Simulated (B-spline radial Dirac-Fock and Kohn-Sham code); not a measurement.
Level of theory: ΔSCF Dirac-Fock with Breit, self-energy and vacuum polarisation, finite nucleus, configuration average; a radial atomic solver. Free neutral atoms.

Q: Order these X-ray lines by photon energy, lowest first.
A. Gd Lγ4
B. Ta Lη
C. Ir Lβ6
D. Re Lβ4
E. Hf Lγ5
F. Re Lβ1

A: A (8362.7 eV), B (8421.8 eV), D (9850.0 eV), F (10008.8 eV), E (10196.3 eV), C (10518.3 eV).

Values without a named source are computed, but for edge energies of neutral atoms, which are taken from tables.
